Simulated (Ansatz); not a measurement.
Input file for Ansatz (a quantum-chemistry and plane-wave program): U-wB97X-V/def2-TZVPP on CdH2Se (SMILES [SeH][CdH]), a point of a bond scan (R = 1.338 Å). Elements past Kr take the def2 small-core potentials; no spin–orbit coupling.

Ansatz 0.2 input:
```yaml
crystal:
  periodic: [false, false, false]
  atoms:
    - {symbol: Cd, position_ang: [-0.57782857, -0.43492185, -0.71648612]}
    - {symbol: H, position_ang: [-1.33708199, -1.01130456, -1.65573946]}
    - {symbol: Se, position_ang: [0.83268525, 0.66552990, 1.01516222]}
    - {symbol: H, position_ang: [0.95136823, -0.59636766, 1.76637103]}
basis:
  gaussian:
    orbitals: def2-TZVPP
hamiltonian:
  xc: {name: wB97X-V}
magnetization: {spin_polarized: true, initial_magnetization: 0}
```

The head of its log:

```
WARN ansatz: RAYON_NUM_THREADS=1 ignored (pool sized by the plan → 1); use --threads N
Functional definition: wB97X-V
integrals: 0.07 GiB planned
914 factors; their error is unknown
integrals: 0.10 GiB planned
160 factors; integrals over basis functions are off by at most 3.3e-5 eV
mean field: 0.94 GiB planned
mean field evaluation 1: about -69938.6149 eV, gradient 1.5e1 eV
mean field evaluation 2: about -69939.2318 eV, gradient 1.3e1 eV
```

Task: What total energy does the run end on?

Result: -2570.2502 hartree.
